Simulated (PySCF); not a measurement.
# Working out the ionisation energy of S²⁺

S²⁺ [Ne] 3s2 3p2 (3P) → S³⁺ [Ne] 3s2 3p1 (2P). Computed with PySCF 2.14 in aug-cc-pV(T+d)Z (6s5p4d2f, 55 functions), with no relativity, point nucleus. Frozen: [Ne]. Energies in hartree (1 hartree = 27.21139 eV):

```
            part  S²⁺ (lower)  S³⁺ (upper)
             UHF  -396.335333  -395.080131
CCSD correlation    -0.089937    -0.070657
             (T)    -0.002200    -0.001015
```

Question: What does Hartree-Fock give?

Answer: (-395.080131) − (-396.335333) = 1.255202 hartree = 34.156 eV.

Question: What do CCSD and CCSD(T) give?

Answer: The CCSD correlation energies differ by 0.019280 hartree = 0.525 eV and the triples by 0.001185 hartree = 0.032 eV, so CCSD gives 34.681 eV and CCSD(T) 34.713 eV.

A first-order spin-orbit estimate adds -0.009 eV to CCSD(T) (valence), giving 34.704 eV against 34.86 ± 0.04 eV (semi-empirical (NIST evaluation); NIST Atomic Spectra Database, ionization energies).

What remains against the reference includes basis incompleteness, the frozen core and higher excitations.
